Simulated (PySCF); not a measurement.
CH₃Cl₃OSi, SMILES CO[Si](Cl)(Cl)Cl.

The structure is a stationary point at PBE-D3(BJ)/def2-SVP. One conformer was computed; it need not be the lowest.

Calculation: TDA-PBE/def2-SVPD (PySCF 2.14.0).

Vertical excitations. The molecule is in vacuum. State labels are in the subgroup Cs.

```
state  symmetry  energy (eV)  λ (nm)      f        main pairs
-----  --------  -----------  ------  -----  ----------------
S1           A"         5.99     207  0.001    HOMO→LUMO 99 %
S2           A"         6.51     191  0.000  HOMO−1→LUMO 99 %
S3           A'         6.56     189  0.013  HOMO−2→LUMO 98 %
S4           A"         6.93     179  0.028  HOMO−3→LUMO 94 %
S5           A'         6.98     178  0.035  HOMO−4→LUMO 94 %
S6           A"         7.26     171  0.003  HOMO→LUMO+1 99 %
S7           A"         7.38     168  0.015  HOMO−5→LUMO 90 %
S8           A'         7.41     167  0.020  HOMO−6→LUMO 95 %
S9           A"         7.49     165  0.006  HOMO→LUMO+2 87 %
S10          A'         7.55     164  0.004  HOMO−7→LUMO 94 %
T1           A"         5.83     213      0    HOMO→LUMO 99 %
T2           A"         6.18     201      0  HOMO−1→LUMO 99 %
T3           A'         6.31     197      0  HOMO−2→LUMO 98 %
T4           A"         6.54     189      0  HOMO−3→LUMO 99 %
```
Triplets are in the Tamm–Dancoff approximation.
